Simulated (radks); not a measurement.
Cd15+, configuration [Ar] 3d10 4s2 4p3.

All-electron calculation, non-relativistic Kohn-Sham, TPSS, spin-polarised, spherical densities, point nucleus; open shells are filled with parallel spins first (spin-orbit coupling, left out, can overturn this in heavy ions); meta-GGA in the generalised Kohn-Sham scheme; relativity is left out, which matters for an element this heavy. Program: a radial shooting solver on a logarithmic mesh with Libxc functionals.

Energy parts (Ry):
part                        energy
total                 -10769.05092
kinetic                10765.76706
electron-nucleus      -24718.56590
Hartree                 3460.63454
exchange-correlation    -276.88662

Orbitals (lengths in bohr, moments of r in powers of bohr):
| orbital | occ. | eigenvalue (Ry) | <r^2> | <r> | <1/r> |
|---|---|---|---|---|---|
| 1s up | 1 | -1914.610 | 0.001344 | 0.03170 | 47.49 |
| 1s down | 1 | -1914.533 | 0.001344 | 0.03169 | 47.49 |
| 2s up | 1 | -301.4268 | 0.02210 | 0.1372 | 10.83 |
| 2s down | 1 | -301.3970 | 0.02210 | 0.1372 | 10.83 |
| 2p up | 3 | -282.7682 | 0.01669 | 0.1172 | 10.83 |
| 2p down | 3 | -282.7035 | 0.01670 | 0.1172 | 10.83 |
| 3s up | 1 | -77.11647 | 0.1546 | 0.3680 | 3.902 |
| 3s down | 1 | -77.04366 | 0.1543 | 0.3679 | 3.902 |
| 3p up | 3 | -69.52725 | 0.1495 | 0.3593 | 3.821 |
| 3p down | 3 | -69.43665 | 0.1492 | 0.3590 | 3.821 |
| 3d up | 5 | -55.61920 | 0.1287 | 0.3298 | 3.678 |
| 3d down | 5 | -55.52260 | 0.1283 | 0.3294 | 3.680 |
| 4s up | 1 | -30.36595 | 0.7344 | 0.8100 | 1.712 |
| 4s down | 1 | -29.72728 | 0.7372 | 0.8109 | 1.714 |
| 4p up | 3 | -27.60466 | 0.7767 | 0.8306 | 1.646 |
| 4p down | 0 | -26.98723 | 0.7820 | 0.8328 | 1.645 |

The highest occupied level is 4p up at -375.58 eV. Spin moment in Bohr magnetons: 3.
